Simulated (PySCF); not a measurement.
Stationary points of NbO₂Cl

All numbers come from PySCF, B3LYP, basis Nb def2-SVP with ECP28, O def2-SVP, Cl def2-SVP (scalar-relativistic core potentials, no spin–orbit coupling, density fitting).

Relaxations began from a few typed shapes. The search is not exhaustive: other isomers or separated fragments can lie lower, and high-lying points may rest on an excited occupation.

Task: Which is the lowest minimum found?
A. singlet Cs: Nb–Cl 2.350 Å, Nb–O 1.712 Å (×2); Cl–Nb–O 115.1° (×2), O–Nb–O 107.0°
B. singlet Cs: Nb–Cl 2.350 Å, Nb–O 1.712 Å (×2); Cl–Nb–O 115.2° (×2), O–Nb–O 107.0°
C. singlet C2v: Nb–Cl 2.374 Å, Nb–O 1.714 Å (×2); Cl–Nb–O 125.2° (×2), O–Nb–O 109.7°
D. singlet C2v: Nb–Cl 2.374 Å, Nb–O 1.714 Å (×2); Cl–Nb–O 125.1° (×2), O–Nb–O 109.7°

Result: A. The others lie at 0.4 (singlet Cs), 9.8 (singlet C2v, a saddle point), 10.1 (singlet C2v, a saddle point) kJ/mol above it.

Formally Nb is in oxidation state +5, d0. The polar-tensor charge on Nb, 2.09, is far below the formal one.
